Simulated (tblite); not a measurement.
C₃H₆F₂Si.
Cartesian coordinates in Å at the GFN2-xTB level; atoms count from 1:
```xyz
12
C3H6F2Si angstrom
F     -1.477   -0.522   -1.326
C     -1.539   -0.172    0.008
C     -0.158   -0.039    0.588
C      0.750    1.042   -0.068
Si     1.351   -0.712   -0.314
F      2.562   -1.188    0.643
H     -2.095    0.773    0.046
H     -2.116   -0.958    0.507
H     -0.193   -0.014    1.672
H      0.289    1.579   -0.886
H      1.253    1.716    0.613
H      1.374   -1.505   -1.508
```

All values are computed: GFN2-xTB (tblite) harmonic vibrations without scaling, gas phase. Against measured fundamentals such values can be off by several per cent, at times by over 20. Modes of hydrogen on silicon can be 10 to 20 % off. One conformer, not necessarily the lowest.

Harmonic wavenumbers (cm⁻¹): 77.7, 120.5, 155.7, 177.7, 313.8, 461.1, 525.6, 596.1, 678.0, 696.6, 719.7, 825.2, 887.9, 920.0, 974.1, 1030.5, 1068.4, 1101.0, 1131.7, 1214.7, 1282.3, 1324.4, 1425.9, 1449.7, 2523.3, 2908.2, 2940.3, 3029.6, 3057.3, 3076.6.

A = 6061, B = 1688, C = 1571 MHz; mass 108.021 u (most abundant isotopes); point group C1, symmetry number 1.

Zero-point energy?

Half the sum of the wavenumbers: 18347 cm⁻¹ = 219.48 kJ/mol.

Entropy at 298.15 K, 1 bar (ideal gas, RRHO, classical rotation)?

Translation 167.25, rotation 114.62, vibration 71.30: S = 353.2 J/(mol K).

And Cp and H(298.15 K) − H(0)?

Cp = 113.80 J/(mol K), of which vibrations give 80.54 (their classical limit is 30 R = 249.4); H(298.15 K) − H(0) = 21.59 kJ/mol without the zero-point energy, 11.68 from vibrations.

Blend soft modes into free rotors: weight 1/[1 + (100 cm⁻¹/ν̃)⁴] for the oscillator and the rest for a rotor with moment μB/(μ + B), μ = h/(8π²ν), B = 10⁻⁴⁴ kg m². What vibrational entropy results?

68.04 J/(mol K) in place of 71.30, which changes −T·S at 298.15 K by +0.97 kJ/mol.

Which modes carry the vibrational entropy at 298.15 K?

77.7 cm⁻¹: 16.52; 120.5 cm⁻¹: 12.94; 155.7 cm⁻¹: 10.88; 177.7 cm⁻¹: 9.84; 313.8 cm⁻¹: 5.62; 461.1 cm⁻¹: 3.19 J/(mol K); the other 24 give 12.31 together.

How do the functions run with temperature in this model?

```json
{"T (K)": "100", "S (J/(mol K))": "264.3", "Cp (J/(mol K))": "60.7", "H − H(0) (kJ/mol)": "4.54", "G − H(0) (kJ/mol)": "-21.89", "ln q(vib)": "0.80"}
{"T (K)": "200", "S (J/(mol K))": "313.8", "Cp (J/(mol K))": "85.6", "H − H(0) (kJ/mol)": "11.82", "G − H(0) (kJ/mol)": "-50.94", "ln q(vib)": "2.33"}
{"T (K)": "300", "S (J/(mol K))": "353.9", "Cp (J/(mol K))": "114.3", "H − H(0) (kJ/mol)": "21.81", "G − H(0) (kJ/mol)": "-84.36", "ln q(vib)": "3.89"}
{"T (K)": "500", "S (J/(mol K))": "424.3", "Cp (J/(mol K))": "162.3", "H − H(0) (kJ/mol)": "49.80", "G − H(0) (kJ/mol)": "-162.36", "ln q(vib)": "7.09"}
{"T (K)": "800", "S (J/(mol K))": "510.7", "Cp (J/(mol K))": "204.4", "H − H(0) (kJ/mol)": "105.45", "G − H(0) (kJ/mol)": "-303.14", "ln q(vib)": "11.73"}
{"T (K)": "1000", "S (J/(mol K))": "558.3", "Cp (J/(mol K))": "222.0", "H − H(0) (kJ/mol)": "148.18", "G − H(0) (kJ/mol)": "-410.16", "ln q(vib)": "14.59"}
```

q(vib) and H(0) count from the zero-point level.

Hindered rotation and anharmonicity are outside this model. Other conformers, if any are populated, would add a mixing term that is left out. The structure is chiral; the term R ln 2 for an equal mix with its mirror image is left out.

The run took 0.45 s wall on Intel Xeon Platinum 8259CL at 2.50 GHz, one thread (shared host). This covers the Hessian and the dipole derivatives.
